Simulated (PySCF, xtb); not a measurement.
methane (CH₄), SMILES C.

Coordinates come from a PBE-D3(BJ)/def2-TZVPD optimisation.

Calculation: PySCF with C-PCM-B3LYP/def2-TZVPD.

The values are the electrostatic part of the solvation free energy, E(continuum) − E(gas) at the gas-phase geometry, in a cavity of scaled van der Waals radii (PySCF's table); cavitation and dispersion terms are not included. In vacuum the orbital gap is 10.98 eV. The dipole moment in vacuum is 0.00 D.

Computed values in water (ε = 78.36), cyclohexanone (ε = 15.62), toluene (ε = 2.37):
```tsv
solvent	ε	ΔG(elec) (kcal/mol)	dipole (D)	gap (eV)
water	78.36	-0.4	0.00	10.97
cyclohexanone	15.62	-0.3	0.00	10.97
toluene	2.37	-0.2	0.00	10.98
```

For comparison, GFN2-xTB/ALPB(water) (xtb, at the GFN2-xTB geometry, all terms of that model) gives 0.2 kcal/mol.
